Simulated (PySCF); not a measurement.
Te₃: how level, basis and relativity move the structure

Each row is its own optimisation.

Each entry is the lowest minimum that a search over a few typed start shapes (and spin states, where more than one is plausible) found, or that minimum re-optimised at the stated level; isomers with ligand–ligand bonds, or fragments after loss of a ligand pair, can lie lower. Open shells are unrestricted; no spin–orbit coupling; PySCF with density fitting.

```
                                                level  2S+1  point group  mean bond to Te (Å)  distinct angles (°)  gap (eV)  highest ω (cm⁻¹)
B3LYP/def2-TZVP (scalar-relativistic core potentials)     1          D3h                2.768                   60      2.52               224
  PBE/def2-TZVP (scalar-relativistic core potentials)     1          D3h                2.762                   60      1.25               225
 PBE0/def2-TZVP (scalar-relativistic core potentials)     1          D3h                2.730                   60      2.97               239
```

Across these levels the mean bond spreads over 0.038 Å and the highest wavenumber over 15 cm⁻¹; all give the same point group.

Levels that gave another bonding pattern or an unsound solution are left out.
